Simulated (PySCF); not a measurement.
# Polarisability and C₆ of Co²⁺ (cobalt, charge +2)

[Ar] 3d7, high-spin 4F determinant. Calculation: PySCF 2.14, in aug-cc-pwCVTZ-DK with one added diffuse shell each of s, p, d, f, g type (11s10p8d5f4g, 152 functions); scalar relativity by spin-free X2C-1e. Coupled (time-dependent) response in atomic units; α is the mean over directions.

```
method  mean α (bohr³)  C₆ (like pair)  S(−4)
  BP86           3.830           11.05  8.381
```

S(−4) is the Cauchy moment in α(ω) = α(0) + S(−4) ω² + …

α(iu) at BP86:

```json
{"u (hartree)": "0", "α(iu) (bohr³)": "3.830"}
{"u (hartree)": "0.0500", "α(iu) (bohr³)": "3.810"}
{"u (hartree)": "0.100", "α(iu) (bohr³)": "3.750"}
{"u (hartree)": "0.200", "α(iu) (bohr³)": "3.540"}
{"u (hartree)": "0.300", "α(iu) (bohr³)": "3.267"}
{"u (hartree)": "0.500", "α(iu) (bohr³)": "2.726"}
{"u (hartree)": "0.750", "α(iu) (bohr³)": "2.202"}
{"u (hartree)": "1.00", "α(iu) (bohr³)": "1.827"}
{"u (hartree)": "1.50", "α(iu) (bohr³)": "1.331"}
{"u (hartree)": "2.00", "α(iu) (bohr³)": "1.020"}
{"u (hartree)": "3.00", "α(iu) (bohr³)": "0.6571"}
{"u (hartree)": "5.00", "α(iu) (bohr³)": "0.3397"}
```

For an ion, C₆ is the dispersion term alone; charge-induced terms of lower order in 1/R come first.
